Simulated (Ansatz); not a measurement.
BFH$_{4}$OSSi, SMILES `F[SiH2]OBS`. The species carries charge 0 and has multiplicity 1. The structure was optimised at the PBE0-D4/def2-TZVP level. It is one conformer, not always the lowest.

```xyz
9

F     0.682   -1.441    1.120
Si    1.364   -0.239    0.318
O     0.232    0.640   -0.444
B    -1.082    0.818   -0.712
S    -2.419   -0.217   -0.094
H     2.051    0.622    1.299
H     2.265   -0.827   -0.692
H    -1.414    1.728   -1.413
H    -1.678   -1.085    0.618
```

Question: What is the dipole moment at PBE/def2-TZVPP? (Estimate.)

Answer: Computed: 1.48 D, with components (1.47, -0.04, 0.18) D in this frame, pointing from negative to positive charge.

Question: And with r2SCAN, B3LYP, ωB97M-V? (An estimate is asked.)

Answer: The calculation gave: r2SCAN 1.52 D, B3LYP 1.51 D, ωB97M-V 1.50 D.

Question: Give the Mulliken charges with PBE, B3LYP, ωB97M-V in def2-TZVPP. (An estimate is asked.)

Answer: Ansatz gave: 
```json
{"atom": "F1", "PBE": "-0.28", "B3LYP": "-0.33", "ωB97M-V": "-0.32"}
{"atom": "Si2", "PBE": "0.55", "B3LYP": "0.64", "ωB97M-V": "0.56"}
{"atom": "O3", "PBE": "-0.24", "B3LYP": "-0.32", "ωB97M-V": "-0.33"}
{"atom": "B4", "PBE": "0.16", "B3LYP": "0.20", "ωB97M-V": "0.14"}
{"atom": "S5", "PBE": "-0.18", "B3LYP": "-0.19", "ωB97M-V": "-0.17"}
{"atom": "H6", "PBE": "-0.06", "B3LYP": "-0.07", "ωB97M-V": "-0.03"}
{"atom": "H7", "PBE": "-0.06", "B3LYP": "-0.07", "ωB97M-V": "-0.03"}
{"atom": "H8", "PBE": "0.00", "B3LYP": "0.02", "ωB97M-V": "0.05"}
{"atom": "H9", "PBE": "0.12", "B3LYP": "0.11", "ωB97M-V": "0.12"}
```

B3LYP here is the variant with VWN-RPA as its local correlation; programs differ in this.
